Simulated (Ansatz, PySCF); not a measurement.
Yb(SH)3 in two programs

Yb(SH)3 (singlet in the valence; each metal's 4f electrons, 13 of them, lie in its core potential, out of spins and levels), relaxed with PySCF 2.14.0, RKS PBE0, Yb lcecp-1-SVP with ECP59, S def2-SVP, H def2-SVP; non-relativistic Hamiltonian with scalar-relativistic core potentials where named; density fitting; no spin-orbit coupling:

```xyz
7

Yb    0.0000    0.0000    0.8608
S     2.4950    0.4331    0.8714
H     2.8138   -0.8838    0.9147
S    -1.6225    1.9442    0.8714
H    -0.6415    2.8787    0.9147
S    -0.8725   -2.3773    0.8714
H    -2.1723   -1.9949    0.9147
```

There the HOMO–LUMO gap is 5.12 eV. The 4f levels lie in the core potential and are missing.

The same geometry by Ansatz 0.2.0 (PBE, PAW with the 4f shell of lanthanides and the 5f shell of actinides in the valence, a periodic box with 9 Å of vacuum; gaps over both spins; site moments in spheres, but by Gaussian weights under spin-orbit coupling, so that the two can't be compared; unpaired electrons at the start: 1, along z under spin-orbit coupling; the open shells may stand above their lowest state):

```tsv
spin-orbit coupling	U on f (eV)	gap (eV)	spin moment on Yb1 (μB)	orbital moment of its f shell (μB)	largest force component (eV/Å)
without	0	0.08	0.56	–	0.45
```

What does the run without spin-orbit coupling and with U = 5 eV give?

gap (eV): 0.29, spin moment on Yb1 (μB): 0.63, largest force component (eV/Å): 0.36. It took 2.8 min on 2 threads of Arm Neoverse V1 (shared host), peak memory 1.3 GiB.

Semilocal functionals tend to give orbital moments well under those of Hund's rules.

Without U the plane-wave gap ends on 4f levels, which the Gaussian run lacks; U moves filled and empty 4f levels apart, though the lowest empty ones can remain 4f.

The spin-orbit runs use fully relativistic datasets of their own, so changes of a few hundredths of an eV needn't come from the coupling.

An lcecp potential fixes the number of 4f electrons, so in runs with it no electron can move into or out of that shell.
